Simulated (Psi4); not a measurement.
Rh (SMILES [Rh]), quartet (core potentials on Rh); B3LYP5/def2-SVPD run with Psi4.

The Psi4 input:
```
memory 2 GB

molecule {
0 4
  Rh    0.00000000    0.00000000    0.00000000
}

set basis def2-svpd
set reference uks

energy('b3lyp5')
print_variables()
```

Output, abridged:

```
   => Loading Basis Set <=

    Name: DEF2-SVPD
    Role: ORBITAL
    Keyword: BASIS

    !!!  WARNING: ECP capability is in beta. Please check occupations closely.  !!!

         ---------------------------------------------------------
                                   SCF
               by Justin Turney, Rob Parrish, Andy Simmonett
                          and Daniel G. A. Smith
                              UKS Reference
         ---------------------------------------------------------

  ==> Geometry <==

    Molecular point group: d2h
    Geometry (in Angstrom), charge = 0, multiplicity = 4:

       Center              X                  Y                   Z               Mass
    ------------   -----------------  -----------------  -----------------  -----------------
         RH           0.000000000000     0.000000000000     0.000000000000   102.905498000000

  Running in d2h symmetry.

  Rotational constants: A = ************  B = ************  C = ************ [cm^-1]
  Rotational constants: A = ************  B = ************  C = ************ [MHz]
  Nuclear repulsion =    0.000000000000000

  Charge       = 0
  Multiplicity = 4
  Electrons    = 17
  Nalpha       = 10
  Nbeta        = 7

  ==> Algorithm <==

  SCF Algorithm Type is DF.
  DIIS enabled.
  MOM disabled.
  Fractional occupation disabled.
  Guess Type is CORE.
  Energy threshold   = 1.00e-06
  Density threshold  = 1.00e-06
  Integral threshold = 1.00e-12

  ==> Primary Basis <==

  Basis Set: DEF2-SVPD
    Blend: DEF2-SVPD
    Number of shells: 12
    Number of basis functions: 34
    Number of Cartesian functions: 39
    Spherical Harmonics?: true
    Max angular momentum: 3

  Core potential: DEF2-SVPD
    Number of shells: 4
    Number of ECP primitives: 14
    Number of ECP core electrons: 28
    Max angular momentum: 3

  ==> DFT Potential <==

   => LibXC <=

    Version 7.1.2
    S. Lehtola, C. Steigemann, M. J. T. Oliveira, and M. A. L. Marques,  SoftwareX 7, 1–5 (2018) (10.1016/j.softx.2017.11.002)

   => Composite Functional: B3LYP5 <=

    B3LYP5 Hyb-GGA Exchange-Correlation Functional

    P. J. Stephens, F. J. Devlin, C. F. Chabalowski, and M. J. Frisch,  J. Phys. Chem. 98, 11623 (1994) (10.1021/j100096a001)

    Deriv               =              1
    GGA                 =           TRUE
    Meta                =          FALSE

    Exchange Hybrid     =           TRUE
    MP2 Hybrid          =          FALSE

   => Exchange Functionals <=

    0.0800   Slater exchange
    0.7200         Becke 88

   => Exact (HF) Exchange <=

    0.2000               HF

   => Correlation Functionals <=

    0.1900   Vosko, Wilk & Nusair (VWN5)
    0.8100   Lee, Yang & Parr

   => LibXC Density Thresholds  <==

    XC_HYB_GGA_XC_B3LYP5:  1.00E-15

   => Molecular Quadrature <=

    Radial Scheme          =       TREUTLER
    Pruning Scheme         =           NONE
    Nuclear Scheme         =       TREUTLER

    Blocking Scheme        =         OCTREE
    BS radius alpha        =              1
    Pruning alpha          =              1
    Radial Points          =             75
    Spherical Points       =            302
    Total Points           =          21436
    Total Blocks           =            240
    Max Points             =            251
    Max Functions          =             34
    Weights Tolerance      =       1.00E-15

   => Loading Basis Set <=

    Name: (DEF2-SVPD AUX)
    Role: JKFIT
    Keyword: DF_BASIS_SCF

  ==> Integral Setup <==

  SCF_SUBTYPE=INCORE selected. In-core MEM_DF algorithm will be used.
  Using in-core AOs.

  ==> MemDFJK: Density-Fitted J/K Matrices <==

    J tasked:                   Yes
    K tasked:                   Yes
    wK tasked:                   No
    Algorithm:                 Core
    Schwarz Cutoff:           1E-12
    Mask sparsity (%):       0.0000
    Fitting Condition:        1E-10

   => Auxiliary Basis Set <=

  Basis Set: (DEF2-SVPD AUX)
    Blend: DEF2-UNIVERSAL-JKFIT
[...]

   @DF-UKS iter   1:  -107.13226964402382   -1.07132e+02   1.53263e-01 ADIIS
    Occupation by irrep:
             Ag   B1g   B2g   B3g    Au   B1u   B2u   B3u
    DOCC [     3,    1,    0,    0,    0,    1,    1,    1 ]
    SOCC [     1,    0,    1,    1,    0,    0,    0,    0 ]
    NA   [     4,    1,    1,    1,    0,    1,    1,    1 ]
    NB   [     3,    1,    0,    0,    0,    1,    1,    1 ]

   @DF-UKS iter   2:   -97.75430508893965    9.37796e+00   2.18090e-01 ADIIS
   @DF-UKS iter   3:  -110.41019360882677   -1.26559e+01   1.55222e-02 ADIIS/DIIS
   @DF-UKS iter   4:  -110.42633486123390   -1.61413e-02   5.60108e-03 ADIIS/DIIS
   @DF-UKS iter   5:  -110.42765923527816   -1.32437e-03   4.76054e-03 ADIIS/DIIS
   @DF-UKS iter   6:  -110.43019451623577   -2.53528e-03   3.04902e-04 ADIIS/DIIS
   @DF-UKS iter   7:  -110.43020938681944   -1.48706e-05   4.31758e-05 DIIS
   @DF-UKS iter   8:  -110.43021039393894   -1.00712e-06   4.88630e-06 DIIS
   @DF-UKS iter   9:  -110.43021042529320   -3.13543e-08   9.60264e-07 DIIS
  Energy and wave function converged.

  ==> Post-Iterations <==

   Electrons on quadrature grid:
      Nalpha   =   10.0000000000 ; deviation = 3.553e-15
      Nbeta    =    7.0000000000 ; deviation = 8.882e-16
      Ntotal   =   17.0000000000 ; deviation = 4.441e-15

   @Spin Contamination Metric:   7.261377258E-04
   @S^2 Expected:                3.750000000E+00
   @S^2 Observed:                3.750726138E+00
   @S   Expected:                1.500000000E+00
   @S   Observed:                1.500000000E+00

    Orbital Energies [Eh]
    ---------------------

    Alpha Occupied:

[...]
       4Ag    -0.188006

    Alpha Virtual:

[...]
    Beta Occupied:

[...]
       1B1g   -0.217342

    Beta Virtual:

[...]
    Final Occupation by Irrep:
             Ag   B1g   B2g   B3g    Au   B1u   B2u   B3u
    DOCC [     3,    1,    0,    0,    0,    1,    1,    1 ]
    SOCC [     1,    0,    1,    1,    0,    0,    0,    0 ]
    NA   [     4,    1,    1,    1,    0,    1,    1,    1 ]
    NB   [     3,    1,    0,    0,    0,    1,    1,    1 ]

  @DF-UKS Final Energy:  -110.43021042529320

   => Energetics <=

    Nuclear Repulsion Energy =              0.0000000000000000
    One-Electron Energy =                -193.7375759843905598
    Two-Electron Energy =                  92.5370010484193841
    DFT Exchange-Correlation Energy =      -9.2296354893220176
    Empirical Dispersion Energy =           0.0000000000000000
    VV10 Nonlocal Energy =                  0.0000000000000000
    Total Energy =                       -110.4302104252931969

  UHF NO Occupations:
  HONO-2 :    4 Ag 1.0000000
  HONO-1 :    1B2g 1.0000000
  HONO-0 :    1B3g 1.0000000
  LUNO+0 :    2B2u 0.0000797
  LUNO+1 :    2B3u 0.0000797
  LUNO+2 :    5 Ag 0.0000594
  LUNO+3 :    6 Ag 0.0000494

Computation Completed

Properties will be evaluated at   0.000000,   0.000000,   0.000000 [a0]

Properties computed using the SCF density matrix

 Multipole Moments:

 ------------------------------------------------------------------------------------
     Multipole            Electronic (a.u.)      Nuclear  (a.u.)        Total (a.u.)
 ------------------------------------------------------------------------------------

 L = 1.  Multiply by 2.5417464519 to convert [e a0] to [Debye]
 Dipole X            :          0.0000000            0.0000000            0.0000000
 Dipole Y            :          0.0000000            0.0000000            0.0000000
 Dipole Z            :          0.0000000            0.0000000            0.0000000
 Magnitude           :                                                    0.0000000

 ------------------------------------------------------------------------------------

  Variable Map:
  ----------------------------------------------------------------------------
[...]
  Array Variable Map:
  ----------------------------------------------------------------------------
[...]
[...]
```
